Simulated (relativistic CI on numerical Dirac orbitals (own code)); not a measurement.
# Er LI: sensitivity of the levels to the model

Base calculation: Dirac-Coulomb-Breit CI, separate exchange-only KLI orbitals for each configuration, model QED (radiative potential, 1s self-energy scaled to tabulated hydrogen-like ionisation energies), unscaled Slater integrals.

Configurations in the expansion (outside the closed core [Ne]): 3s²3p⁶, 3s²3p⁵3d, 3s3p⁶3d, 3s²3p⁵4s, 3s²3p⁵4p, 3s²3p⁵4d, 3p⁶3d4p, 3s3p⁶4s, 3s²3p⁵4f, 3s3p⁶4p, 3s3p⁶4d, 3s3p⁶4f, 3s²3p⁵5s, 3s²3p⁵5p, 3s²3p⁵5d, 3s²3p⁵5f, 3s²3p⁵5g, 3s3p⁶5s, 3s3p⁶5p, 3s3p⁶5d, 3s3p⁶5f, 3p⁶3d², 3p⁵3d³, 3p⁵3d²4s, 3p⁵3d²4p, 3p⁵3d²4d, 3p⁶3d4s, 3p⁵3d4s², 3p⁵3d4s4p, 3p⁵3d4s4d, 3p⁶4s², 3p⁵4s²4p, 3p⁵4s²4d. Double excitations out of closed p, d and f shells are left out; levels of such configurations are missing from the list, as are those of other unlisted configurations, and high levels can miss mixing partners. These lack a partner that the ground configuration has and come out too high: 3s²3p⁵4f, 3s²3p⁵5s, 3s²3p⁵5p, 3s²3p⁵5d, 3s²3p⁵5f.

Variants: (1) QED terms removed; (2) only the first 3 configurations. Shifts of the energy above 3s²3p⁶ ¹S0, in eV, for the lowest level and the first level of each name with at least 55 % of one term (blank where a level changes its place among those of its configuration and J or its character, or is not in the variant):

```tsv
Level	Base	Δ(1)	Δ(2)
3s²3p⁶ ¹S0	0.00	0.00	0.00
3s²3p⁵3d ³P°0	212.27	+0.55	-0.15
3s²3p⁵3d ³P°1	221.90	+0.54	-0.16
3s²3p⁵3d ³F°3	226.49	+0.55	-0.05
3s²3p⁵3d ³F°4	272.28	+0.41	+0.02
3s²3p⁵3d ³D°3	287.76	+0.41	-0.15
3s²3p⁵3d ³F°2	452.76	+0.27	-0.03
3s3p⁶3d ³D1	645.94	+3.58	-0.01
3s3p⁶3d ³D2	651.75	+3.57	0.00
3s3p⁶3d ³D3	698.36	+3.44	-0.02
3s3p⁶3d ¹D2	711.47	+3.45	+0.05
3p⁶3d² ³F2	1307.35	+7.16	
3p⁶3d² ³P0	1329.01	+7.16	
3p⁶3d² ³F3	1356.28	+7.03	
3p⁶3d² ¹G4	1369.00	+7.03	
3p⁶3d² ³P1	1370.86	+7.03	
3p⁶3d² ³F4	1413.42	+6.90	
3p⁶3d² ¹S0	1444.80	+6.90	
3p⁵3d³ ⁵D°0	1528.74	+7.70	
3p⁵3d³ ³P°1	1629.07	+7.44	
3p⁵3d³ ³I°7	1629.30	+7.44
```

At this charge energies of transitions that change n are usually good to better than 1 %, and those within a shell (Δn = 0) to a few per cent.

Ionisation energy from the two ground configurations alone: base 4638.71 eV. The NIST ASD value (theoretical) is 4639 eV.

LS names give the leading component of a level, which can be under half, so a name can repeat, a term be missing and a line seem to break the LS rules.
